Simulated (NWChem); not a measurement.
System: PbI cation, singlet; SMILES [I][Pb+]

NWChem input:

```
start job
memory heap 200 mb stack 900 mb global 1100 mb
charge 1
geometry units angstroms noautoz
  Pb     0.000000     0.000000    -1.077552
  I      0.000000     0.000000     1.646111
end
basis spherical
  Pb library def2-tzvp
  I library def2-tzvp
end
ecp
  I library def2-ecp
  Pb library def2-ecp
end
dft
  xc r2scan
  iterations 150
  mulliken
end
task dft energy
```

Parts of the log:

```
             Northwest Computational Chemistry Package (NWChem) 7.3.0
             --------------------------------------------------------

 ORDER OF PRIMARY AXIS IS BEING SET TO 4
 C4V symmetry detected

                             Geometry "geometry" -> ""
                             -------------------------

 Output coordinates in angstroms (scale by  1.889725989 to convert to a.u.)

  No.       Tag          Charge          X              Y              Z
 ---- ---------------- ---------- -------------- -------------- --------------
    1 Pb                  82.0000     0.00000000     0.00000000    -1.06928992
    2 I                   53.0000     0.00000000     0.00000000     1.65437308

 Effective nuclear repulsion energy (a.u.)     844.3791776562

      Symmetry information
      --------------------

 Group name             C4v
 Group number             18
 Group order               8
 No. of unique centers     2

                                 NWChem DFT Module
                                 -----------------

 Summary of "ao basis" -> "ao basis" (spherical)
 ------------------------------------------------------------------------------
       Tag                 Description            Shells   Functions and Types
 ---------------- ------------------------------  ------  ---------------------
 Pb                        def2-tzvp                16       50   6s5p3d2f
 I                         def2-tzvp                16       50   6s5p3d2f

      Symmetry analysis of basis
      --------------------------

        a1         32
        a2          0
        b1         10
        b2         10
        e          48

            General Information
            -------------------
          SCF calculation type: DFT
          Wavefunction type:  closed shell.
          No. of atoms     :     2
          No. of electrons :    46
           Alpha electrons :    23
            Beta electrons :    23
          Charge           :     1
          Spin multiplicity:     1
          Use of symmetry is: on ; symmetry adaption is: on
          Maximum number of iterations: 150
          AO basis - number of functions:   100
                     number of shells:    32
          Convergence on energy requested:  1.00D-06
          Convergence on density requested:  1.00D-05
          Convergence on gradient requested:  5.00D-04

              XC Information
              --------------
                      r^2SCAN Method XC Functional
               r^2SCAN metaGGA Exchange Functional  1.000
                     r^2SCAN Correlation Potential  1.000

             Grid Information
             ----------------
          Grid used for XC integration:  medium
          Radial quadrature: Mura-Knowles
          Angular quadrature: Lebedev.
          Tag              B.-S. Rad. Rad. Pts. Rad. Cut. Ang. Pts.
          ---              ---------- --------- --------- ---------
          Pb                  1.80      123          11.0       590
          I                   1.40      123          11.0       590
          Grid pruning is: on
          Number of quadrature shells:   246
          Spatial weights used:  Erf1

      Superposition of Atomic Density Guess
      -------------------------------------

 Sum of atomic energies:        -566.52245443

 Renormalizing density from      47.00 to     46

      Non-variational initial energy
      ------------------------------

 Total energy =    -485.638243
 1-e energy   =   -1043.978288
 2-e energy   =     451.481198
 HOMO         =      -0.641541
 LUMO         =      -0.307318

      Symmetry analysis of molecular orbitals - initial
      -------------------------------------------------

 !! scf_movecs_sym_adapt:   20 vectors were symmetry contaminated

  Symmetry fudging

 !! scf_movecs_sym_adapt:   16 vectors were symmetry contaminated

  Numbering of irreducible representations:

     1 a1          2 a2          3 b1          4 b2          5 e

  Orbital symmetries:

     1 a1          2 a1          3 a1          4 e           5 e
     6 a1          7 e           8 e           9 a1         10 e
    11 e          12 b1         13 b2         14 a1         15 e
    16 e          17 b1         18 b2         19 a1         20 a1
    21 e          22 e          23 a1         24 e          25 e
    26 a1         27 a1         28 e          29 e          30 a1
    31 b1         32 b2         33 e

     ---------------------------------------------
      Total Density - Mulliken Population Analysis
     ---------------------------------------------

    Atom       Charge   Shell Charges
 -----------   ------   -------------------------------------------------------
    1 Pb  22    20.39   0.07 -0.61  1.84  0.74  1.28  0.67 -0.62  6.58  0.16  0.21  0.02  9.29  0.69  0.06  0.02  0.00
    2 I   25    25.61   0.19 -0.79  1.64  0.98  1.26  0.70 -0.50  6.50  1.75  3.14  0.72  9.37  0.62  0.04  0.00  0.00

   convergence    iter        energy       DeltaE   RMS-Dens  Diis-err
 ---------------- ----- ----------------- --------- --------- ---------
 d= 0,ls=0.0,diis     1   -490.4074675735 -5.97D+02  3.92D-02  1.62D+00
 d= 0,ls=0.0,diis     2   -487.5700491623  2.84D+00  3.73D-02  1.13D+01
 d= 0,ls=0.0,diis     3   -490.4665071930 -2.90D+00  1.00D-02  6.15D-01
 d= 0,ls=0.0,diis     4   -490.5838873211 -1.17D-01  2.54D-03  3.00D-02
 d= 0,ls=0.0,diis     5   -490.5832594252  6.28D-04  8.11D-04  2.65D-02
  Resetting Diis
 d= 0,ls=0.0,diis     6   -490.5856288733 -2.37D-03  5.89D-04  4.03D-03
 d= 0,ls=0.0,diis     7   -490.5865750586 -9.46D-04  7.37D-04  3.38D-04
 d= 0,ls=0.0,diis     8   -490.5861280187  4.47D-04  5.68D-04  2.53D-03
 d= 0,ls=0.0,diis     9   -490.5866332425 -5.05D-04  4.83D-05  5.57D-05
 d= 0,ls=0.0,diis    10   -490.5866384173 -5.17D-06  9.33D-06  5.23D-07
 d= 0,ls=0.0,diis    11   -490.5866385114 -9.42D-08  1.18D-06  1.19D-08

         Total DFT energy =     -490.586638511440
      One electron energy =    -1057.392429945729
           Coulomb energy =      498.205292454709
    Exchange-Corr. energy =      -38.258347709542
 Nuclear repulsion energy =      106.858846689122

 Numeric. integr. density =       46.000000004064

                  Occupations of the irreducible representations
                  ----------------------------------------------

                     irrep           alpha         beta
                     --------     --------     --------
                     a1                9.0          9.0
                     a2                0.0          0.0
                     b1                2.0          2.0
                     b2                2.0          2.0
                     e                10.0         10.0

                       DFT Final Molecular Orbital Analysis
                       ------------------------------------

 Vector   21  Occ=2.000000D+00  E=-4.720787D-01  Symmetry=a1
              MO Center= -2.3D-15,  1.2D-15,  6.6D-01, r^2= 4.1D+00
   Bfn.  Coefficient  Atom+Function         Bfn.  Coefficient  Atom+Function
  ----- ------------  ---------------      ----- ------------  ---------------
    68      0.471894  2 I  pz                62     -0.394565  2 I  pz
    65      0.315152  2 I  pz                12      0.269518  1 Pb pz
    18     -0.266326  1 Pb pz                 5      0.263251  1 Pb s
    15     -0.228309  1 Pb pz                 3     -0.185080  1 Pb s
     6      0.161244  1 Pb s                 71      0.134933  2 I  pz

 Vector   22  Occ=2.000000D+00  E=-4.471857D-01  Symmetry=e
              MO Center=  4.5D-15,  2.0D-14,  1.3D+00, r^2= 2.5D+00
   Bfn.  Coefficient  Atom+Function         Bfn.  Coefficient  Atom+Function
  ----- ------------  ---------------      ----- ------------  ---------------
    67      0.530706  2 I  py                61     -0.423601  2 I  py
    64      0.335479  2 I  py                70      0.190802  2 I  py
    17      0.157830  1 Pb py                11     -0.135812  1 Pb py
    66      0.136035  2 I  px                14      0.113913  1 Pb py
    60     -0.108581  2 I  px                63      0.085993  2 I  px

 Vector   23  Occ=2.000000D+00  E=-4.471857D-01  Symmetry=e
              MO Center= -1.0D-15,  8.7D-16,  1.3D+00, r^2= 2.5D+00
   Bfn.  Coefficient  Atom+Function         Bfn.  Coefficient  Atom+Function
  ----- ------------  ---------------      ----- ------------  ---------------
    66      0.530706  2 I  px                60     -0.423601  2 I  px
    63      0.335479  2 I  px                69      0.190802  2 I  px
    16      0.157830  1 Pb px                10     -0.135812  1 Pb px
    67     -0.136035  2 I  py                13      0.113913  1 Pb px
    61      0.108581  2 I  py                64     -0.085993  2 I  py

 Vector   24  Occ=0.000000D+00  E=-3.324318D-01  Symmetry=e
              MO Center= -1.4D-15,  1.8D-15, -7.5D-01, r^2= 3.7D+00
   Bfn.  Coefficient  Atom+Function         Bfn.  Coefficient  Atom+Function
  ----- ------------  ---------------      ----- ------------  ---------------
    16      0.461919  1 Pb px                17     -0.377159  1 Pb py
    10     -0.356506  1 Pb px                13      0.318689  1 Pb px
    11      0.291090  1 Pb py                14     -0.260211  1 Pb py
    66     -0.172499  2 I  px                67      0.140846  2 I  py
    60      0.138122  2 I  px                63     -0.118330  2 I  px

 Vector   25  Occ=0.000000D+00  E=-3.324318D-01  Symmetry=e
              MO Center= -1.4D-15, -2.3D-15, -7.5D-01, r^2= 3.7D+00
   Bfn.  Coefficient  Atom+Function         Bfn.  Coefficient  Atom+Function
  ----- ------------  ---------------      ----- ------------  ---------------
    17      0.461919  1 Pb py                16      0.377159  1 Pb px
    11     -0.356506  1 Pb py                14      0.318689  1 Pb py
    10     -0.291090  1 Pb px                13      0.260211  1 Pb px
    67     -0.172499  2 I  py                66     -0.140846  2 I  px
    61      0.138122  2 I  py                64     -0.118330  2 I  py

 Vector   26  Occ=0.000000D+00  E=-2.420192D-01  Symmetry=a1
              MO Center=  6.3D-16, -2.8D-15, -3.6D-01, r^2= 5.3D+00
   Bfn.  Coefficient  Atom+Function         Bfn.  Coefficient  Atom+Function
  ----- ------------  ---------------      ----- ------------  ---------------
    18      0.628783  1 Pb pz                12     -0.400051  1 Pb pz
    68      0.382396  2 I  pz                15      0.349800  1 Pb pz
     5      0.278823  1 Pb s                 62     -0.270072  2 I  pz
    71      0.264593  2 I  pz                65      0.232184  2 I  pz
    55     -0.229519  2 I  s                 56     -0.229274  2 I  s

     ---------------------------------------------
      Total Density - Mulliken Population Analysis
     ---------------------------------------------

    Atom       Charge   Shell Charges
 -----------   ------   -------------------------------------------------------
    1 Pb  22    21.02   0.07 -0.62  1.89  0.69  1.37  0.55 -0.62  6.59  0.37  0.62  0.04  9.01  0.97  0.09  0.02  0.00
    2 I   25    24.98   0.19 -0.79  1.64  0.98  1.18  0.79 -0.49  6.44  1.36  2.82  0.80  9.18  0.81  0.06  0.00  0.00

     -------------------------------------------
      Total Density - Lowdin Population Analysis
     -------------------------------------------

    Atom       Charge   Shell Charges
 -----------   ------   -------------------------------------------------------
    1 Pb  22    21.27   0.01  0.01  1.03  0.96  1.02  0.80  0.04  5.33  0.91  0.63  0.27  8.34  1.55  0.31  0.05  0.00
    2 I   25    24.73   0.00  0.01  0.90  1.07  0.93  0.85  0.16  5.37  1.76  2.40  1.19  8.54  1.41  0.13  0.01  0.00

     Multipole analysis of the density
     ---------------------------------

     L   x y z        total         alpha         beta         nuclear
     -   - - -        -----         -----         ----         -------
     0   0 0 0      1.000000    -23.000000    -23.000000     47.000000

     1   1 0 0     -0.000000     -0.000000     -0.000000      0.000000
     1   0 1 0     -0.000000     -0.000000     -0.000000      0.000000
     1   0 0 1     -1.445472    -17.574319    -17.574319     33.703166

     2   2 0 0    -35.344704    -17.672352    -17.672352      0.000000
     2   1 1 0      0.000000      0.000000      0.000000      0.000000
     2   1 0 1     -0.000000     -0.000000     -0.000000      0.000000
     2   0 2 0    -35.344704    -17.672352    -17.672352      0.000000
     2   0 1 1     -0.000000     -0.000000     -0.000000      0.000000
     2   0 0 2    -27.832924   -181.003236   -181.003236    334.173548
```

Level: r2SCAN/def2-TZVP with def2 effective core potentials on I, Pb. Low-valent species are run as closed-shell singlets; no triplet was tried in these runs. Coordinates come from a PBE-D3(BJ)/def2-SVP optimisation. def2 effective core potentials on I, Pb; no spin-orbit coupling.
